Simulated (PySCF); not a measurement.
# Solvent effects on NMR parameters

Geometry (Å), atoms numbered from 1 in this order:
```xyz
14

O     3.3241   -0.5202   -0.1942
C     3.0292   -0.1866    0.9191
O     1.8734    0.3855    1.2479
Si    0.7505    0.7183   -0.0123
S    -0.1200   -0.9933   -0.9224
C    -1.6235   -0.9672    0.1291
C    -2.1701    0.4360    0.2764
S    -0.9249    1.5828    0.9839
H     3.6808   -0.3189    1.8080
H     1.4468    1.5962   -0.9787
H    -1.3885   -1.4057    1.1105
H    -2.3540   -1.6179   -0.3759
H    -2.5102    0.8289   -0.6932
H    -3.0200    0.4485    0.9764
```

GIAO PBE0/pcSseg-1 in PySCF 2.14 on one PBE0-D3(BJ)/def2-SVP conformer, non-relativistic, equivalent nuclei averaged. Solvents enter as an IEF-PCM continuum (chloroform with ε = 4.7) around the gas-phase geometry. Shifts are referred to TMS, CS2 computed in the same medium.

Gas phase, δ in ppm: C2 166.3, C6/C7 40.4, Si4 34.5, S5/S8 -87.7, H9 7.81, H10 6.22, H11/H14 2.82, H12/H13 2.74. Dipole moment 2.69 D.

(1) How does each δ change in the continuum?

(2) Which nuclei move most (in ppm), and what does the model miss?

Answers

(1) 
| atoms | environment | Δδ, chloroform |
| --- | --- | --- |
| C2 | carbonyl carbon | +3.4 |
| C6/C7 | sp3 CH2 bonded to S | +1.0 |
| Si4 | silicon bonded to O, 2 S, H, in a 5-membered ring | +0.8 |
| S5/S8 | sulfur bonded to C, Si, in a 5-membered ring | -8.4 |
| H9 | hydrogen on a carbonyl carbon | +0.12 |
| H10 | hydrogen on a silicon bonded to O, 2 S, in a 5-membered ring | +0.01 |
| H11/H14 | hydrogen on an sp3 CH2 bonded to S | +0.21 |
| H12/H13 | hydrogen on an sp3 CH2 bonded to S | +0.22 |

Changes are relative to the gas phase. The dipole moment becomes 3.34 D in chloroform.

(2) S5/S8 (sulfur bonded to C, Si, in a 5-membered ring, -8.4 ppm) in chloroform. A continuum only polarises the solute; specific hydrogen bonds, the anisotropy of aromatic solvents and changes of geometry or conformer are outside it.
